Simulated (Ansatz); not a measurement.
PBE exchange is replaced step by step with exact exchange (0 % is PBE, 25 % PBE0; no dispersion term), basis def2-SVPD, Ansatz. System: CrCl₅OH⁴⁻ (relaxed from a model of [Cr(OH)Cl5]4-, whose bonding it doesn't keep). The state is a quintet with charge -4. Geometry: PBE-D4/def2-SVPD, loosely relaxed, each spin state at its own.

Geometry of the quintet:

```xyz
8

Cr    1.612   -1.289   -0.238
O    -0.047   -0.348   -0.470
H    -0.353   -0.246    0.452
Cl    3.575   -2.775    0.136
Cl    9.020   19.202    1.892
Cl  -17.035  -12.342   -1.358
Cl    2.095   -1.053   -2.627
Cl    1.133   -1.150    2.211
```

A multiply charged anion in the gas phase is held together partly by the finite basis. At PBE with 10 % exact exchange/def2-SVPD, PBE with 15 % exact exchange/def2-SVPD, PBE with 40 % exact exchange/def2-SVPD the highest occupied level of the charge -4 quintet lies above zero (up to 4.57 eV). It is a level of α spin, whose loss leaves a quartet; that state wasn't run at this geometry and level. The electron is either unbound and held by the finite basis, or the level is raised by self-interaction error. At PBE with 10 % exact exchange/def2-SVPD, PBE with 15 % exact exchange/def2-SVPD, PBE with 40 % exact exchange/def2-SVPD the highest occupied level of the charge -4 singlet lies above zero (up to 5.65 eV). The electron is either unbound and held by the finite basis, or the level is raised by self-interaction error. The geometry of the charge -4 quintet is only loosely relaxed. A triplet lies near this restricted singlet, and broken spin symmetry wasn't tried. In the quintet geometry the species has come apart into loosely held pieces. In the singlet geometry the species has come apart into loosely held pieces.

HOMO and LUMO are taken over both spins.

| exact exchange (%) | HOMO (eV) | LUMO (eV) | gap (eV) | ⟨S²⟩ | singlet − quintet (kJ/mol) |
| --- | --- | --- | --- | --- | --- |
| 10 | 4.57 | 7.39 | 2.82 | 6.026 | 134.3 |
| 15 | 4.15 | 7.57 | 3.42 | 6.025 | 142.4 |

Estimate the row for 40 %.


```csv
exact exchange (%),HOMO (eV),LUMO (eV),gap (eV),⟨S²⟩,singlet − quintet (kJ/mol)
40,2.14,8.13,5.99,6.018,173.6
```
